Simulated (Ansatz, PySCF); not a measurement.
Reaction (SMILES): [NH]B(Cl)Cl → [NH-]B(Cl)Cl (an electron is taken up)
Geometries: B3LYP-D3(BJ)/def2-TZVP minima from Ansatz (a program for electronic structure), one conformer each, not searched for the lowest.

Quantity: adiabatic electron affinity (0 K, with B3LYP-D3(BJ) harmonic zero-point energies from PySCF), positive where the reaction releases energy, in eV. Valence correlation only, unless marked. Open shells are spin-unrestricted. Spin-orbit coupling is left out. No relativistic terms. Anions need diffuse functions: aug- sets have them; def2-D sets add few; the other sets have none. CBS(X,Y): correlation extrapolated as X^-3; Hartree-Fock from the larger set.

```json
[
 {"level": "r2SCAN/def2-TZVPD", "program": "Ansatz", "adiabatic electron affinity (eV)": "?"},
 {"level": "PBE0/def2-TZVP", "program": "Ansatz", "adiabatic electron affinity (eV)": "2.94"},
 {"level": "LC-wPBE-D3(BJ)/def2-TZVPD", "program": "Ansatz + dftd3", "adiabatic electron affinity (eV)": "3.14"},
 {"level": "B2PLYP-D3(BJ)/def2-TZVPD", "program": "Ansatz + dftd3", "adiabatic electron affinity (eV)": "3.17"},
 {"level": "SCS-MP2/cc-pVTZ", "program": "Ansatz", "adiabatic electron affinity (eV)": "3.12"},
 {"level": "CCSD/6-31G*", "program": "Ansatz", "adiabatic electron affinity (eV)": "?"},
 {"level": "CCSD(T)/CBS(aug-cc-pV(T+d)Z,aug-cc-pV(Q+d)Z)", "program": "Ansatz", "adiabatic electron affinity (eV)": "3.34"}
]
```

Fill in the missing entries.


- r2SCAN/def2-TZVPD, adiabatic electron affinity (eV): 2.98
- CCSD/6-31G*, adiabatic electron affinity (eV): 2.41
